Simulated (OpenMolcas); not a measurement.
**Ti2+: ligand-field states by method**

Ti2+ with its 6 nearest fluoride ions at 2.221 Å, on the Na site of NaF (a = 4.634 Å, distance in the model lattice 2.317 Å). The rest of the host is ab initio model potentials to 7.6 Å, with orthogonalisation functions on the cations behind the ligands, and point charges beyond; the distance is set by hand and nothing relaxes, and no local charge compensation is placed. Ligand basis ANO-RCC-VDZP.

```
Program             : OpenMolcas
Basis               : ANO-RCC-VTZP [6s5p3d2f1g]
Scalar Hamiltonian  : DKH2, point nucleus
Active space        : 2 electrons in 5 orbitals (3d)
State averaging     : 2S+1 = 3 even, 10 roots; 2S+1 = 1 even, 15 roots
Spin-orbit coupling : RASSI with atomic mean-field integrals over the reference wave functions
```

I. CASSCF
II. SS-CASPT2, IPEA 0.25 Eh, imaginary shift 0.1 Eh (closed shells correlated: 3s 3p and the ligand valence shells)

Spin-free states (labels of O, the rotations of Oh) in cm-1, each column counted from its own energy of the first state listed:

```tsv
State	Degeneracy	I	II
3T1	3	0	0
3T2	3	9319	10320
1T2	3	11888	8950
1E	2	12148	9470
3A2	1	20143	21840
3T1	3	21172	19420
1A1	1	23382	18570
1T2	3	23559	21330
1T1	3	26089	24000
1E	2	34583	33150
1A1	1	53784	46640
```

From I to II, I's first state of the same spin (3T2) moves from 9319 to 10320 cm-1, by about +1000 cm-1.

From I to II, I's first state of another spin (1T2) moves from 11888 to 8950 cm-1, by about -2900 cm-1.

I: A least-squares ligand-field fit to the states below 45000 cm-1, each weighted by its degeneracy and with a free common offset, gives 10Dq = 10975 cm-1, B = 860 cm-1 and C = 3194 cm-1 (C/B = 3.71), with an rms deviation of 190 cm-1. The same method and metal basis give the free ion B = 891 cm-1 (fit to its terms below 60000 cm-1, rms deviation 68 cm-1), so the nephelauxetic ratio is β = 860 / 891 = 0.97; it hangs on how both fits weigh the states, and computed free-ion B values tend to be too large, so β mixes covalency with correlation.

II: A least-squares ligand-field fit to the states below 45000 cm-1, each weighted by its degeneracy and with a free common offset, gives 10Dq = 11903 cm-1, B = 683 cm-1 and C = 2453 cm-1 (C/B = 3.59), with an rms deviation of 296 cm-1. The same method and metal basis give the free ion B = 791 cm-1 (fit to its terms below 60000 cm-1, rms deviation 557 cm-1), so the nephelauxetic ratio is β = 683 / 791 = 0.86; it hangs on how both fits weigh the states, and computed free-ion B values tend to be too large, so β mixes covalency with correlation.

From I to II, 10Dq changes by +8 %, B by -21 % and C by -23 %.

χT at 300 K: I 1.10, II 1.10 cm3 K/mol.

Roots that are degenerate in the reference are averaged as groups; the widest CASPT2 spread within a group is 130 cm-1 (the 3-fold group of multiplicity 3 near 0 cm-1 above the lowest state of its run, II). Shifts and gaps below about the spread of the groups concerned are not significant. Over all roots computed the reference weight is 0.74 to 0.75 in II; a low but even weight reflects the number of correlated electrons. An orbital triplet at a regular site is open to Jahn-Teller coupling, which can distort the site and quench the lowest spin-orbit gaps and is left out. Ligand-to-metal charge-transfer states are missing. With no ligand orbital active B as a rule stays too high, so bands that hang on it stand too high and its fall with covalency is understated. Without dynamic correlation the repulsion within the d shell is too large (B by tens of per cent), so at a given field states of lower spin stand too high (holds for I). With metal d orbitals alone and no dynamic correlation 10Dq can be off by a tenth to a fifth, either way, in oxide and fluoride hosts (holds for I). With one d shell and no ligand orbital active, 10Dq can be off by tens of per cent for divalent 3d ions, low with halides held by bare charges and at times high in hosts (holds for II). Free-ion shares, where given, are those of the reference states; single-state CASPT2 does not remix them (holds for II). No measured value stands beside these numbers; the geometry was set by hand and not optimised.
